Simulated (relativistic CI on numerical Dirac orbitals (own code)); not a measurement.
L2,3 absorption of copper in several valence states

Computed multiplet spectra 2p⁶3dⁿ → 2p⁵3dⁿ⁺¹ (Dirac-Coulomb-Breit ions, Slater integrals scaled by 0.9, an assumed crystal field that grows with the charge, no charge transfer; 300 K; Lorentzian 0.4 eV and Gaussian 0.3 eV FWHM at both edges, so that L2 comes out sharper than in experiment). Peaks over 5 % are given in eV from the highest peak in the L3 region of each spectrum (height, largest 100). S of the lowest state is read from ⟨S²⟩, and the branching ratio is the share of L3, cut at the minimum between the edges.

Field parameters in Wybourne normalisation: Oh B⁴₀ = 21Dq, B⁴₄ = √(5/14) B⁴₀. The field is a parameter set, without covalency.

- Cu²⁺ (d9, Oh, 10Dq = 11800 cm⁻¹): S = 0.50, branching ratio 0.74; peaks 0.0 (100), 20.1 (35)
- Cu³⁺ (d8, Oh, 10Dq = 15250 cm⁻¹): S = 1.00, branching ratio 0.74; peaks 0.0 (100), 1.5 (9), 2.7 (27), 4.1 (5), 20.3 (25), 21.8 (26)
- Cu⁴⁺ (d7, Oh, 10Dq = 18700 cm⁻¹): S = 1.50, high spin, branching ratio 0.83; peaks -5.1 (64), -3.0 (71), -1.8 (76), 0.0 (100), 1.8 (16), 2.8 (9), 3.7 (7), 18.5 (20), 19.1 (13), 19.7 (22), 20.8 (22)

The centroid of the whole edge, which also moves with the branching ratio, lies at 937.3 (Cu²⁺), 941.0 (Cu³⁺), 941.9 (Cu⁴⁺) eV in this ionic model, in steps of 0.9 to 3.7 eV. Compounds show about 1 to 2 eV a unit and lower energies for the high valences, since ligands screen the charge. The multiplet shape follows the d count and the spin state, and so serves as a fingerprint of valence. Real compounds of Cu⁴⁺ are mostly low spin, since covalency shrinks the Slater integrals more than this scale does.
